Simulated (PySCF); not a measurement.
C5H5, SMILES C1=CC=C[CH]1 (connectivity only; charge and spin as stated), charge +1, multiplicity 1.

The structure is a stationary point at B3LYP-D3(BJ)/def2-SVP. The multiplicity is an assumed one; no other spin state was optimised. The isomer is the one that the SMILES or the coordinates give; other isomers of the formula were not compared.

Two levels are set side by side: TDDFT-PBE/def2-SVPD (PySCF) and TDDFT-CAM-B3LYP/def2-SVPD (PySCF). Vertical, same geometry. The lowest singlet is HOMO→LUMO 111 % with PBE and HOMO→LUMO 107 % with the other functional; states are paired by order. Differences are taken from unrounded values.

```csv
quantity,TDDFT-CAM-B3LYP,TDDFT-PBE,TDDFT-PBE minus TDDFT-CAM-B3LYP
lowest singlet excitation (eV),0.85,0.77,-0.08
lowest triplet excitation (TDA) (eV),3.23,0.00,-3.23
first bright state (f over 0.05) (eV),5.64,7.31,1.68
its oscillator strength,0.10,0.17,0.06
```

Functionals without exact exchange tend to place singlet excitations lower, as here. Differences between two approximate levels are no errors against the true value.

Rough cost on one machine, each run with all the roots and properties that it gave: TDDFT-CAM-B3LYP against TDDFT-PBE about 10 times.
